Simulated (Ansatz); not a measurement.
Born–Oppenheimer molecular dynamics of H4OSn (6 atoms, charge 0, multiplicity 1). It starts from a rough guess of a transition structure, not a stationary point.

All numbers below come from UKS B3LYP/def2-SVP in Ansatz.

| Item | Value |
| --- | --- |
| ensemble | NVE (velocity Verlet) |
| time step | 0.5 fs |
| steps asked | 150 |
| starting velocities drawn for | 300 K |
| seed | 616582 |

First frame:

```xyz
6
Properties=species:S:1:pos:R:3
Sn -0.748 1.155 -0.330
H 0.857 -0.394 -0.038
O 0.922 -0.329 -0.996
H 0.083 -0.966 -0.291
H -1.244 -0.745 0.325
H 0.130 1.278 1.329
```

(1) How far do the bonds stretch over the last three quarters of this one trajectory? (Pairs bonded in most of those frames.)

## Answers

(1) 
| bond | mean (Å) | spread (Å) | shortest | longest |
| --- | --- | --- | --- | --- |
| Sn1–H5 | 1.849 | 0.104 | 1.67 | 2.02 |
| Sn1–H6 | 1.809 | 0.054 | 1.70 | 1.88 |
| H2–O3 | 1.004 | 0.063 | 0.89 | 1.12 |
| O3–H4 | 1.018 | 0.091 | 0.86 | 1.20 |

Mean temperature of the second half: 3035 K. The conserved energy stayed within 2.8 meV per atom of its start (net change -0.36 meV per atom), so the integration is sound. The system heated up, since it started high on the potential surface and ran downhill. A run of 0.075 ps of so small a system gives no equilibrium averages. The orbitals stay closed-shell, which can raise the energy where a bond breaks towards radicals; this wasn't checked here.

Time of the run: 5.7 min on 1 thread of Intel(R) Xeon(R) CPU @ 2.60GHz (Ice Lake) (shared host), peak memory 0.16 GiB.
